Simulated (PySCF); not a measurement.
All values below come from PBE-D3(BJ)/def2-TZVP // CAM-B3LYP-D3(BJ)/def2-TZVP in PySCF. Isolated molecules, 0 K electronic values unless said otherwise. One relaxed conformer stands for a flexible species; it need not be the lowest. Excitations are Tamm–Dancoff values on a coarser integration grid. The basis has no diffuse functions, so Rydberg states are missing or too high.

Reference species (SMILES): `[SH][In]([SH])[SH]` (neutral, multiplicity 1).

| Quantity | Value |
|---|---|
| HOMO–LUMO gap | 3.82 eV |
| S1–T1 gap (TDA) | 0.26 eV |
| S1 excitation (TDA) | 3.93 eV |

Changed species: `[SH][InH][SH]` (H–S–In–S torsion 180°, S–In–S–H torsion 0°) (1 of 3 SH replaced by H; the reference has 0 of 3 SH replaced by H).

Question: Predict the effect on the HOMO–LUMO gap, S1–T1 gap (TDA) and S1 excitation (TDA).

Answer: the HOMO–LUMO gap rises by 0.29 eV, to 4.11 eV; the S1–T1 gap (TDA) rises by 0.23 eV, to 0.49 eV; the S1 excitation (TDA) goes up by 0.49 eV, to 4.42 eV.
